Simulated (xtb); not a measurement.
Job for xtb: GFN-FF on BrHOSe (SMILES O[Se]Br), a point of a torsion scan.

```
$ xtb mol.xyz --gfnff --sp --chrg 0 --uhf 0
4

O     -1.16792898     0.19767153     0.23545178
Se     0.40676434     0.97832221    -0.09353858
Br     0.10947509     1.57300871    -2.28825781
H     -1.32374178    -0.56162632    -0.33774865
```

Task: Predict the final total energy.

Result: -0.2999 hartree.
